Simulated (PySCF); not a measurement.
## Frontier orbitals and the lowest excitations

C4H10OSi.
Structure used (GFN2-xTB), in Å, numbered top down from 1:
```xyz
16
C4H10OSi angstrom
C      2.755    0.351   -0.708
O      1.625   -0.339   -0.267
Si     0.069   -0.089   -0.646
C     -1.058   -1.335    0.233
C     -1.972   -0.187    0.701
C     -1.049    1.019    0.437
H      2.770    0.412   -1.798
H      2.774    1.364   -0.300
H      3.636   -0.193   -0.364
H     -0.111    0.110   -2.087
H     -1.566   -2.083   -0.366
H     -0.589   -1.846    1.071
H     -2.859   -0.131    0.072
H     -2.295   -0.277    1.737
H     -0.576    1.361    1.356
H     -1.560    1.872   -0.004
```

The calculation used TDDFT CAM-B3LYP/def2-SVPD, vertical, gas phase, core orbitals frozen in the response (PySCF 2.14.0, density-fitted response routines).

Frontier orbitals with the atoms that hold most of them (Löwdin shares over 4%, at most four atoms; ? is withheld):

```
orbital  ε (eV)                             atoms
 LUMO+2    1.73  Si3 17%, O2 14%, C6 13%, H10 10%
 LUMO+1    1.54   Si3 20%, C5 14%, C4 12%, H13 8%
   LUMO       ?                                 ?
   HOMO   -8.81                                 ?
 HOMO-1   -9.20  C4 26%, Si3 19%, C5 13%, H10 11%
 HOMO-2  -10.28      O2 38%, C1 12%, C5 8%, H7 7%
 HOMO-3  -10.47      O2 37%, C1 12%, C6 8%, C5 8%
```

Question: Which atoms hold the LUMO, and with what shares?

Answer: C1 (bonded to O and 3 H) 24%; Si3 (bonded to 2 C, O and H) 23%; H8 (bonded to C) 10%; O2 (bonded to C and Si) 9%.

Question: Which atoms hold the HOMO, and with what shares?

Answer: C6 (bonded to C, Si and 2 H) 30%; Si3 (bonded to 2 C, O and H) 18%; O2 (bonded to C and Si) 17%; C4 (bonded to C, Si and 2 H) 13%. By element: carbon 43% or more, silicon 18%, oxygen 17%.

Question: What is the LUMO energy, and the HOMO–LUMO gap?

Answer: ε(LUMO) = 1.17 eV; the gap is 9.98 eV (0.3669 hartree).

Question: The HOMO–LUMO gap is 9.98 eV. Where does the response calculation put the lowest singlet, and from which orbitals?

Answer: S1 is at 6.86 eV (f = 0.026), 3.12 eV below the gap, made of HOMO→LUMO (68%), HOMO→LUMO+1 (12%). Without the coupling terms of the response equations the lowest excitation would equal the gap.

Next come S2 at 7.29 eV (f 0.020), HOMO-1→LUMO (33%), HOMO-1→LUMO+1 (20%), HOMO→LUMO+1 (19%); S3 at 7.43 eV (f 0.016), HOMO→LUMO+1 (33%), HOMO→LUMO+2 (16%), HOMO-1→LUMO (16%); S4 at 7.54 eV (f 0.073), HOMO→LUMO+2 (55%), HOMO→LUMO+1 (28%); S5 at 7.74 eV (f 0.011), HOMO-1→LUMO+2 (70%).

One conformer stands for the species.
